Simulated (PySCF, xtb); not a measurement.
BO, SMILES [B]=O, multiplicity 2.

Geometry: B3LYP-D3(BJ)/def2-TZVPD.

Level of theory: IEF-PCM-M06-2X/def2-TZVPD in PySCF.

The values are the electrostatic part of the solvation free energy, E(continuum) − E(gas) at the gas-phase geometry, in a cavity of scaled van der Waals radii (PySCF's table); cavitation and dispersion terms are not included. The dipole moment in vacuum is 2.52 D.

Computed values in water (ε = 78.36), 2-propanol (ε = 19.26), dichloromethane (ε = 8.93):
| solvent | ε | ΔG(elec) (kcal/mol) | dipole (D) |
|---|---|---|---|
| water | 78.36 | -3.8 | 3.03 |
| 2-propanol | 19.26 | -3.5 | 3.00 |
| dichloromethane | 8.93 | -3.2 | 2.95 |

For comparison, GFN2-xTB/ALPB(water) (xtb, at the GFN2-xTB geometry, all terms of that model) gives -1.4 kcal/mol.
